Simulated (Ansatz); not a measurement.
Z-matrix (Å, degrees):
```
Si
N 1 1.7334
H 2 1.0154 1 118.95
H 2 1.0161 3 110.22 1 -142.03
N 1 1.7334 2 113.27 3 -64.90
H 5 1.0154 1 118.95 2 -50.79
H 5 1.0161 6 110.22 1 142.03
N 1 1.7334 2 113.27 3 50.80
H 8 1.0154 1 118.95 2 64.90
H 8 1.0161 9 110.22 1 142.03
N 1 1.7334 2 102.11 3 172.95
H 11 1.0154 1 118.95 2 172.94
H 11 1.0161 12 110.22 1 -142.03
```
Charge 0, multiplicity 1.

The numbers are results of frozen-core CCSD(T)/cc-pVDZ // r2SCAN-D4/def2-SVP (Ansatz, an electronic-structure program), not measurements.

| Quantity | Result |
|---|---|
| HF energy | -511.51889 Ha |
| MP2 correlation energy | -0.78387 Ha |

Q: Estimate the CCSD correlation energy, the (T) correction, the total energy and the T1 diagnostic.

A: 
The CCSD correlation energy comes out as -0.83122 Ha and the (T) correction is -0.02062 Ha. The CCSD(T) total energy is -512.37073 Ha and the T1 diagnostic is 0.010.
